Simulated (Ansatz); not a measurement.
Consider the formal exchange of groups at the Sn–F bond: `[F][SnH]([Cl])[O][SiH3]` + CH₄ → `[CH3][SnH]([Cl])[O][SiH3]` + H–F.

Calculated with Ansatz (gas phase, PBE0-D4/def2-TZVP geometries, no zero-point term in ΔE). CCSD(T)/CBS adds triple-zeta CCSD(T) − MP2 to the extrapolated MP2 energy (def2 sets, frozen cores). This one scheme is used for every species. Functionals use def2-TZVPP. def2 core potentials past Kr. For Sn outer-core shells are correlated without core-valence functions, which leaves a few kJ/mol of doubt a bond. Each species was taken in one conformer, which may not be the lowest.

`[F][SnH]([Cl])[O][SiH3]`:

Cartesian coordinates in Å:
```
F -1.493 -1.567 -1.437
Sn -1.473 -0.727 0.272
Cl -0.534 -2.264 1.697
O -0.262 0.754 0.092
Si 1.335 0.954 -0.253
H -3.024 -0.221 0.695
H 1.961 1.755 0.829
H 1.470 1.677 -1.543
H 2.020 -0.362 -0.352
```

CH₄:

```xyz
5

C     0.000    0.000    0.000
H    -0.324    0.791   -0.676
H     0.227    0.427    0.976
H     0.892   -0.479   -0.403
H    -0.795   -0.739    0.102
```

`[CH3][SnH]([Cl])[O][SiH3]`:

Cartesian coordinates in Å:
```
C -1.199 -0.589 2.027
Sn 0.148 -0.959 0.441
Cl -0.989 -2.055 -1.276
O 0.615 0.787 -0.293
Si 0.946 1.395 -1.773
H -1.533 -1.531 2.460
H -0.705 0.014 2.789
H -2.053 -0.045 1.626
H 1.597 -1.809 0.703
H -0.297 1.602 -2.564
H 1.627 2.704 -1.596
H 1.842 0.486 -2.543
```

H–F:

Cartesian coordinates in Å:
```
F -0.450 0.089 0.037
H 0.450 -0.089 -0.037
```

```json
{"level": "r2SCAN-D4", "ΔE (kJ/mol)": "73.2"}
{"level": "r2SCANh-D4", "ΔE (kJ/mol)": "69.9"}
{"level": "CCSD/def2-SVP", "ΔE (kJ/mol)": "76.9"}
{"level": "MP2/CBS(def2)", "ΔE (kJ/mol)": "54.4"}
```

**Question.** What does CCSD(T)/CBS give? (Best estimate.)

**Answer.** Computed: +59.1 kJ/mol. The listed levels differ from it by 14.1, 10.8, 17.8, -4.7 kJ/mol.

**Question.** What do rigid-rotor, harmonic-oscillator terms from PBE0-D4/def2-TZVP frequencies (298.15 K, 1 bar) make of the CCSD(T)/CBS value? (An estimate is asked.)

**Answer.** Ansatz gave: ΔZPE = -3.2 kJ/mol, ΔH = +57.6 kJ/mol, ΔS = 9 J/(mol·K), ΔG = +54.9 kJ/mol. Modes under 50 cm⁻¹ make the entropy rough.

Largest T1 diagnostic among the species: 0.013.

At CCSD(T), def2-SVP lies +17.2 kJ/mol from the extrapolated value and def2-TZVPP −2.5 kJ/mol. From PBE to PBE0 (25 % exact exchange), in def2-TZVPP and without D4, ΔE moves by −5.8 kJ/mol. Leaving LDA and LC-ωPBE aside and taking each functional with its dispersion term where it has one, the values, not all of them listed here, spread over 24.8 kJ/mol, from PBE-QIDH to B97M-V. LDA lies −12.2 kJ/mol from PBE without D4.

CCSD(T)/CBS has its own doubt, a few kJ/mol and more with outer-core shells, so smaller differences from it don't rank the levels.
